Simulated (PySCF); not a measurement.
Computed Raman spectrum (relative Raman activity) of a molecule C₄H₆Ge. Geometry: B3LYP-D3(BJ)/def2-SVP. One conformer was computed; it need not be the lowest. Method: B3LYP-D3(BJ)/def2-SVP (PySCF). Frequencies are harmonic and unscaled.

ν (cm⁻¹): 127 (vw), 565 (vw), 635 (vw), 832 (w), 877 (w), 890 (w), 1187 (w), 1420 (w), 1651 (w), 2130 (s), 2138 (m), 2141 (m), 2197 (vs), 3130 (m), 3230 (m), 3471 (w) (against the strongest line: vs over 80 %, s over 45 %, m over 15 %, w over 4 %, vw less)

### Question
Pick the molecule that these values belong to.
(A) C1=[CH][GeH2][CH]=C1
(B) C#C[C](=C)[GeH3]
(C) C#C/C=[CH]/[GeH3]

### Answer
B, C#C[C](=C)[GeH3]
